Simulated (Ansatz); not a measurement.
A nudged elastic band was laid between two geometries of C3H9NSi (14 atoms, charge 0, multiplicity 1).

Method: RKS PBE0-D4/STO-3G in Ansatz.

| Item | Value |
| --- | --- |
| movable images | 5 |
| climbing image | yes |
| spring | 5.0 eV/Å² |
| optimiser | quadratic models (default) |
| start path | through a guess of the saddle point |
| force threshold | 0.05 eV/Å |
| iteration limit | 60 |
| end points | relaxed |

Initial state:

```xyz
14
Properties=species:S:1:pos:R:3
N -1.161 1.276 0.180
C -0.179 0.155 0.045
Si 0.800 -0.138 1.613
C -0.634 -1.040 -0.782
C 0.462 -0.138 -1.320
H -0.574 2.153 0.246
H -1.610 1.378 -0.771
H 1.511 1.066 1.971
H 1.749 -1.199 1.376
H -0.079 -0.512 2.694
H -1.616 -0.978 -1.260
H -0.370 -2.048 -0.452
H 0.204 0.518 -2.155
H 1.484 -0.523 -1.358
```

Final state:

```xyz
14
Properties=species:S:1:pos:R:3
N -0.879 1.492 0.062
C -0.095 0.219 0.009
Si 0.802 -0.138 1.614
C -0.582 -0.942 -0.870
C 0.594 -0.092 -1.313
H -1.364 1.569 -0.874
H -1.686 1.295 0.717
H 1.782 0.886 1.883
H 1.459 -1.418 1.504
H -0.151 -0.184 2.698
H -1.524 -0.812 -1.409
H -0.394 -1.970 -0.549
H 0.431 0.600 -2.143
H 1.594 -0.533 -1.300
```

Question: Which bonds break or form, and what moves?

Answer: No bond is made or broken. The dihedral H7–N1–C2–C5 goes from 28 to 147°. The two ends are copies of one structure, up to a mirror image or an exchange of like atoms.

Question: What energy profile does the band end with?

Answer: The forces met the threshold. The highest image is number 3 of 0 to 6, 0.105 eV above the ends, which have the same energy within 2 meV. A vibrational analysis at the climbing image gives one clearly imaginary mode, 256i cm⁻¹: a first-order saddle point. Limits of this set-up: minimal basis.

```
image  path coordinate (Å)  energy (eV)  dihedral H7–N1–C2–C5 (°)
    0                 0.00        0.000                        28
    1                 0.44        0.024                        47
    2                 0.88        0.078                        67
    3                 1.32        0.105                        88
    4                 1.78        0.076                       110
    5                 2.24        0.021                       131
    6                 2.70        0.000                       147
```

Question: What is the geometry of the highest image?

Answer: 
```xyz
14
Properties=species:S:1:pos:R:3
N -0.995 1.423 0.198
C -0.126 0.199 0.062
Si 0.813 -0.177 1.640
C -0.614 -0.960 -0.810
C 0.532 -0.094 -1.288
H -0.725 2.056 -0.603
H -1.967 1.117 -0.079
H 1.628 0.953 2.014
H 1.664 -1.321 1.418
H -0.112 -0.477 2.706
H -1.576 -0.842 -1.316
H -0.403 -1.986 -0.496
H 0.328 0.597 -2.111
H 1.539 -0.517 -1.306
```

Question: What are the harmonic wavenumbers there?

Answer: 256i, 122, 227, 263, 350, 408, 620, 731, 739, 854, 921, 1016, 1041, 1057, 1071, 1103, 1122, 1125, 1222, 1241, 1296, 1399, 1409, 1417, 1616, 1654, 1857, 2681, 2735, 2740, 3428, 3437, 3552, 3580, 3586, 3740 cm⁻¹.

The run took 100 s on 1 thread of Intel(R) Xeon(R) Platinum 8375C CPU @ 2.90GHz (Ice Lake), on a shared host, peak memory 0.12 GiB.
